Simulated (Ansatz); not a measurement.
# Relaxing a trial structure of C2H8GeSi2

The starting geometry of this gas-phase singlet was optimised with GFN2-xTB; its bonds are those of `C=[C]1[SiH2][SiH2][GeH2]1`.

```xyz
13

C    -1.7256    0.3568   -0.3590
C    -0.7956    0.4037    0.5827
Ge    0.2239   -1.1091    1.4094
Si   -0.1322    1.9677    1.4570
Si    1.2812    0.5770    2.6982
H    -2.2205    1.2414   -0.7396
H    -2.0445   -0.5770   -0.8025
H    -1.1879    2.6952    2.1740
H     0.4831    2.9133    0.5162
H     1.0785    0.4370    4.1439
H     2.7324    0.6531    2.5008
H    -0.7597   -2.1352    1.9531
H     0.9014   -1.9136    0.3094
```

Problem. Predict what it relaxes into with B3LYP-D3(BJ)/def2-SVP.

Solution. It keeps its bonds, and is `C=[C]1[SiH2][SiH2][GeH2]1`.

The energy falls by 0.18 eV over 7 steps:

```json
{"step": "1", "E − E(last) (eV)": "0.182"}
{"step": "2", "E − E(last) (eV)": "0.023"}
{"step": "3", "E − E(last) (eV)": "0.003"}
{"step": "4", "E − E(last) (eV)": "0.001"}
{"step": "5", "E − E(last) (eV)": "0.001"}
{"step": "6", "E − E(last) (eV)": "0.000"}
{"step": "7", "E − E(last) (eV)": "0.000"}
```

Final geometry (Å):

```xyz
13

C    -1.7746    0.3589   -0.4073
C    -0.8332    0.4091    0.5452
Ge    0.1713   -1.1136    1.3543
Si   -0.1313    1.9316    1.4527
Si    1.3059    0.5316    2.7169
H    -2.2723    1.2614   -0.7880
H    -2.1045   -0.5838   -0.8635
H    -1.1621    2.6791    2.2370
H     0.5486    2.9018    0.5402
H     1.0472    0.4570    4.1844
H     2.7705    0.6833    2.4759
H    -0.7524   -2.1209    2.0777
H     1.0213   -1.8852    0.3181
```

The end wasn't checked by frequencies. Run with Ansatz 0.2.0, 15 s on 4 threads of AMD EPYC 7R43 64-Core Processor (Zen 3) (shared host).
